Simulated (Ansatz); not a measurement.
Ansatz (a first-principles code) input (CCSD(T)/cc-pVDZ):

Ansatz 0.2 input:
```yaml
crystal:
  periodic: [false, false, false]
  atoms:
    - {symbol: C, position_ang: [3.74306501, -0.01823666, 0.06935374]}
    - {symbol: C, position_ang: [2.38821145, -0.71716320, 0.00502753]}
    - {symbol: C, position_ang: [1.21189019, 0.25537609, 0.03509284]}
    - {symbol: C, position_ang: [-0.14843019, -0.43377566, -0.02565932]}
    - {symbol: C, position_ang: [-1.32158030, 0.54186008, 0.00207876]}
    - {symbol: C, position_ang: [-2.67192091, -0.16191639, -0.07477716]}
    - {symbol: O, position_ang: [-3.77155407, 0.63950871, -0.02081190]}
    - {symbol: H, position_ang: [3.87277495, 0.66522224, -0.77326176]}
    - {symbol: H, position_ang: [3.83943929, 0.56782640, 0.98651228]}
    - {symbol: H, position_ang: [4.56506867, -0.73585284, 0.04521044]}
    - {symbol: H, position_ang: [2.33080037, -1.32264541, -0.90545306]}
    - {symbol: H, position_ang: [2.29705196, -1.41763593, 0.84164758]}
    - {symbol: H, position_ang: [1.29989893, 0.95545021, -0.80310198]}
    - {symbol: H, position_ang: [1.26852006, 0.86377935, 0.94450829]}
    - {symbol: H, position_ang: [-0.23548767, -1.13328474, 0.81389477]}
    - {symbol: H, position_ang: [-0.20193427, -1.04430603, -0.93440076]}
    - {symbol: H, position_ang: [-1.29354279, 1.14324230, 0.91488396]}
    - {symbol: H, position_ang: [-1.24726329, 1.24028420, -0.83655495]}
    - {symbol: H, position_ang: [-2.78787561, -0.87587842, 0.76830545]}
    - {symbol: H, position_ang: [-2.74242954, -0.81913650, -0.96239355]}
basis:
  gaussian:
    orbitals: cc-pVDZ
magnetization: {spin_polarized: true, initial_magnetization: 1}
correlation: {method: ccsd_t, electrons: outside_noble_gas}
```

End of the output:

```
integrals: 0.80 GiB planned
1471 factors; integrals over basis functions are off by at most 1.1e-3 eV
0.66 GiB of device memory are held for the factors and their scratch space
mean field: 1.25 GiB planned
mean field evaluation 1: about -8417.9828 eV, gradient 3.0e1 eV
mean field evaluation 2: about -8418.2656 eV, gradient 3.0e1 eV
mean field evaluation 4: about -8424.7474 eV, gradient 5.0e0 eV
mean field evaluation 8: about -8425.2344 eV, gradient 3.2e-1 eV
mean field evaluation 16: about -8425.2372 eV, gradient 2.8e-6 eV
mean field evaluation 32: about -8425.2361 eV, gradient 2.9e-2 eV
mean field evaluation 64: about -8425.1575 eV, gradient 7.4e-1 eV
mean field evaluation 96: about -8425.0762 eV, gradient 8.1e-1 eV
mean field -8425.23723756 eV, -309.6217576494 hartree, gradient 2.8e-6 eV, S^2 0.757985; 6 other end points of the search recorded, 0 dependent functions left out
determinant -8425.23723756 eV, -309.6217576494 hartree, with singles and doubles -8455.09882153 eV, -310.7191506195 hartree
determinant -8425.08587115 eV, -309.6161950365 hartree, with singles and doubles -8454.91869767 eV, -310.7125311895 hartree
determinant -8425.23723756 eV, -309.6217576494 hartree, with singles and doubles -8455.09929095 eV, -310.7191678701 hartree
determinant -8425.08587115 eV, -309.6161950365 hartree, with singles and doubles -8454.91950041 eV, -310.7125606898 hartree
7 core orbitals not correlated
reference -8425.23723756 eV, -309.6217576494 hartree; 22, 21 occupied and 134, 135 virtual orbitals, 1471 factors
second order -27.25132264 eV of doubles, -0.00000000 eV of singles
coupled cluster: 5.89 GiB planned
cycle   1  -29.86204524 eV  change    8.1e-6 eV  update   4.1e-6
perturbative correction -0.85028555 eV, -0.0312474177 hartree
Total energy: -8455.94956835 eV, -310.7504149885 hartree
```

It need not be the lowest isomer of its formula.
